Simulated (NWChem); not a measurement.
System: C$_{2}$H$_{8}$Si; SMILES C[SiH2]C

Parts of the log:

```
             Northwest Computational Chemistry Package (NWChem) 7.3.0
             --------------------------------------------------------

 C2V symmetry detected

                             Geometry "geometry" -> ""
                             -------------------------

 Output coordinates in angstroms (scale by  1.889725989 to convert to a.u.)

  No.       Tag          Charge          X              Y              Z
 ---- ---------------- ---------- -------------- -------------- --------------
    1 Si                  14.0000     0.00000000     0.00000000    -0.54713506
    2 C                    6.0000    -1.55607500     0.00000000     0.51108294
    3 C                    6.0000     1.55607500     0.00000000     0.51108294
    4 H                    1.0000     0.00000000     1.20752000    -1.43570206
    5 H                    1.0000     0.00000000    -1.20752000    -1.43570206
    6 H                    1.0000    -1.59255200    -0.89080000     1.15777994
    7 H                    1.0000    -2.46068000     0.00000000    -0.11641006
    8 H                    1.0000    -1.59255200     0.89080000     1.15777994
    9 H                    1.0000     2.46068000     0.00000000    -0.11641006
   10 H                    1.0000     1.59255200    -0.89080000     1.15777994
   11 H                    1.0000     1.59255200     0.89080000     1.15777994

 Effective nuclear repulsion energy (a.u.)     113.4789363452

      Symmetry information
      --------------------

 Group name             C2v
 Group number             16
 Group order               4
 No. of unique centers     5

                                 NWChem DFT Module
                                 -----------------

 Summary of "ao basis" -> "ao basis" (spherical)
 ------------------------------------------------------------------------------
       Tag                 Description            Shells   Functions and Types
 ---------------- ------------------------------  ------  ---------------------
 Si                          6-31g*                  8       18   4s3p1d
 C                           6-31g*                  6       14   3s2p1d
 H                           6-31g*                  2        2   2s

      Symmetry analysis of basis
      --------------------------

        a1         25
        a2          7
        b1         18
        b2         12

            General Information
            -------------------
          SCF calculation type: DFT
          Wavefunction type:  closed shell.
          No. of atoms     :    11
          No. of electrons :    34
           Alpha electrons :    17
            Beta electrons :    17
          Charge           :     0
          Spin multiplicity:     1
          Use of symmetry is: on ; symmetry adaption is: on
          Maximum number of iterations: 150
          AO basis - number of functions:    62
                     number of shells:    36
          Convergence on energy requested:  1.00D-06
          Convergence on density requested:  1.00D-05
          Convergence on gradient requested:  5.00D-04

              XC Information
              --------------
                         B3LYP Method XC Potential
                     Hartree-Fock (Exact) Exchange  0.200
                        Slater Exchange Functional  0.800 local
                    Becke 1988 Exchange Functional  0.720 non-local
              Lee-Yang-Parr Correlation Functional  0.810
                  VWN I RPA Correlation Functional  0.190 local

             Grid Information
             ----------------
          Grid used for XC integration:  medium
          Radial quadrature: Mura-Knowles
          Angular quadrature: Lebedev.
          Tag              B.-S. Rad. Rad. Pts. Rad. Cut. Ang. Pts.
          ---              ---------- --------- --------- ---------
          Si                  1.10       88           8.0       590
          C                   0.70       49          10.0       434
          H                   0.35       45          11.0       434
          Grid pruning is: on
          Number of quadrature shells:   272
          Spatial weights used:  Erf1

      Superposition of Atomic Density Guess
      -------------------------------------

 Sum of atomic energies:        -368.12367613

      Non-variational initial energy
      ------------------------------

 Total energy =    -369.778113
 1-e energy   =    -730.321842
 2-e energy   =     247.064793
 HOMO         =      -0.374868
 LUMO         =       0.091581

      Symmetry analysis of molecular orbitals - initial
      -------------------------------------------------

  Numbering of irreducible representations:

     1 a1          2 a2          3 b1          4 b2

  Orbital symmetries:

     1 a1          2 a1          3 b1          4 a1          5 b1
     6 a1          7 b2          8 a1          9 b1         10 a1
    11 b2         12 a1         13 b1         14 a2         15 b2
    16 a1         17 b1         18 b1         19 a1         20 b2
    21 a1         22 a1         23 b2         24 a1         25 a2
    26 b1         27 b1

     ---------------------------------------------
      Total Density - Mulliken Population Analysis
     ---------------------------------------------

    Atom       Charge   Shell Charges
 -----------   ------   -------------------------------------------------------
    1 Si  14    13.39   2.00  2.00  5.97  0.96  1.61  0.28  0.44  0.14
    2 C    6     6.99   2.00  0.72  2.10  0.72  1.42  0.02
    3 C    6     6.99   2.00  0.72  2.10  0.72  1.42  0.02
    4 H    1     1.08   0.48  0.60
    5 H    1     1.08   0.48  0.60
    6 H    1     0.75   0.45  0.29
    7 H    1     0.74   0.45  0.29
    8 H    1     0.75   0.45  0.29
    9 H    1     0.74   0.45  0.29
   10 H    1     0.75   0.45  0.29
   11 H    1     0.75   0.45  0.29

[...]
```

Level: B3LYP/6-31G* (spherical d). Geometry: optimised at PBE0/def2-SVP.

Task: Write an input that gives this output.

Result: Several could match; the one computed here: the input that was run:
```
start job
memory heap 200 mb stack 900 mb global 1100 mb
geometry units angstroms noautoz
  Si     0.000000     0.000000    -0.532599
  C     -1.556075     0.000000     0.525619
  C      1.556075     0.000000     0.525619
  H      0.000000     1.207520    -1.421166
  H      0.000000    -1.207520    -1.421166
  H     -1.592552    -0.890800     1.172316
  H     -2.460680     0.000000    -0.101874
  H     -1.592552     0.890800     1.172316
  H      2.460680     0.000000    -0.101874
  H      1.592552    -0.890800     1.172316
  H      1.592552     0.890800     1.172316
end
basis spherical
  * library 6-31g*
end
dft
  xc b3lyp
  iterations 150
  mulliken
end
task dft energy
```
